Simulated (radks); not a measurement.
Values are calculated unless marked as measured or tabulated.
How relativity changes the ionisation of the oxygen ion O3+ ([He] 2s2 2p1) to O4+ ([He] 2s2). Spin-unpolarised spherical Kohn-Sham, PBE, point nucleus unless stated (finite: rms radius 2.6991 fm), a radial shooting solver on a logarithmic mesh with Libxc functionals. A level marked "c x" has the speed of light scaled by that factor and shares open shells by 2j + 1; other Dirac levels either fill j = l - 1/2 first or share by 2j + 1.

level                               E(O3+) (hartree)  E(O4+) (hartree)  IE (eV)   HOMO  <r> HOMO (bohr)
non-rel.                                   -71.12679         -68.30072   76.901     2p           0.9198
scalar-rel.                                -71.18412         -68.35794   76.904     2p           0.9195
scalar-rel., finite nucleus                -71.18411         -68.35793   76.904     2p           0.9195
Dirac, 2j+1 shares                         -71.18413         -68.35794   76.904  2p3/2           0.9199
Dirac, low j first                         -71.18566         -68.35794   76.946  2p1/2           0.9190
Dirac, 2j+1 shares, finite nucleus         -71.18411         -68.35793   76.904  2p3/2           0.9199
Dirac, c x 0.85                            -71.20620         -68.37997   76.906  2p3/2           0.9199
Dirac, c x 1.25                            -71.16346         -68.33732   76.903  2p3/2           0.9198
Dirac, c x 3                               -71.13315         -68.30707   76.902  2p3/2           0.9198

NIST Atomic Spectra Database: 77.414 eV (measured). The relativistic part of the total energy of O3+ is -0.05732 hartree (Dirac, 2j+1 shares, finite nucleus), 0.081 % of the non-relativistic value. Spin polarisation and multiplet splitting of open shells are left out at every level.

Beside tabulated values, note that spin-unpolarised runs miss the spin-polarisation part of the exchange energy of open shells.
